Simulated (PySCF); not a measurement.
CClF2, multiplicity 2. Atoms are numbered in the order given.

```xyz
4

F     -1.0614     0.0792     1.0862
C     -0.4243    -0.3267     0.0000
F     -1.0614     0.0792    -1.0862
Cl     1.2736     0.0315     0.0000
```
Charge 0, spin multiplicity 2.

Geometry optimised at B3LYP-D3(BJ)/def2-TZVP. The isomer is the one that the SMILES or the coordinates give; other isomers of the formula were not compared.

Method: PySCF with B3LYP-D3(BJ)/def2-TZVP.

Frequencies are harmonic and unscaled.

### Question
Estimate the vibrational spectrum. (An estimate is asked for; the answer gives what the named calculation found.)

### Answer

| mode | ν (cm⁻¹) | IR (km/mol) | moving atoms (share of kinetic energy) |
|---|---|---|---|
| 1 | 361 | 0.2 | F 69 %, Cl 19 %, C 12 % |
| 2 | 417 | 0.2 | F 54 %, Cl 45 % |
| 3 | 594 | 4.1 | F 63 %, C 34 % |
| 4 | 743 | 78.0 | C 68 %, F 19 %, Cl 13 % |
| 5 | 1149 | 337.5 | C 65 %, F 35 % |
| 6 | 1205 | 270.8 | C 70 %, F 30 % |
